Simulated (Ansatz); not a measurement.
A geometry optimisation of GeH4SiSn+ with PBE0-D3(BJ)/def2-SVP

The starting geometry of this gas-phase doublet was optimised with GFN2-xTB.

```json
{"atom": "Ge", "x (Å)": "0.0115", "y (Å)": "-1.5972", "z (Å)": "0.1652"}
{"atom": "Si", "x (Å)": "-0.2375", "y (Å)": "0.9995", "z (Å)": "-0.5007"}
{"atom": "Sn", "x (Å)": "-2.0734", "y (Å)": "0.2647", "z (Å)": "1.3612"}
{"atom": "H", "x (Å)": "1.0230", "y (Å)": "1.7614", "z (Å)": "-0.3054"}
{"atom": "H", "x (Å)": "-1.7971", "y (Å)": "-1.5928", "z (Å)": "0.1367"}
{"atom": "H", "x (Å)": "-0.4562", "y (Å)": "1.1993", "z (Å)": "-1.9566"}
{"atom": "H", "x (Å)": "-0.2980", "y (Å)": "-1.0102", "z (Å)": "1.8489"}
```

Predict what becomes of its bonds when it is optimised with PBE0-D3(BJ)/def2-SVP.

New bonds form, giving a structure with H5 bridging Sn3 and Ge1, H7 bridging Ge1 and Sn3, given below by its coordinates. Contacts that close: Ge1–Si2 (2.69 → 2.48 Å), Ge1–Sn3 (3.04 → 2.87 Å), Sn3–H5 (2.24 → 2.08 Å), Sn3–H7 (2.24 → 2.08 Å).

The energy falls by 0.43 eV over 8 steps:

| step | E − E(last) (eV) |
| --- | --- |
| 1 | 0.430 |
| 2 | 0.144 |
| 3 | 0.031 |
| 4 | 0.003 |
| 5 | 0.000 |
| 6 | 0.000 |
| 7 | 0.000 |
| 8 | 0.000 |

Final geometry (Å):

```xyz
7

Ge   -0.0341   -1.5050    0.1685
Si   -0.1058    0.8584   -0.5740
Sn   -2.0234    0.1974    1.3455
H     1.0012    1.7431   -0.1254
H    -1.7351   -1.4681    0.1412
H    -0.6084    1.1221   -1.9479
H    -0.3221   -0.9233    1.7415
```

Frequencies at the end are all real (lowest 186 cm⁻¹). Open shells are spin-unrestricted. Atoms past krypton carry core potentials, without spin–orbit terms. Run with Ansatz 0.2.0, 22 s on 2 threads of Intel(R) Xeon(R) 6975P-C (Granite Rapids), with other jobs on the host.
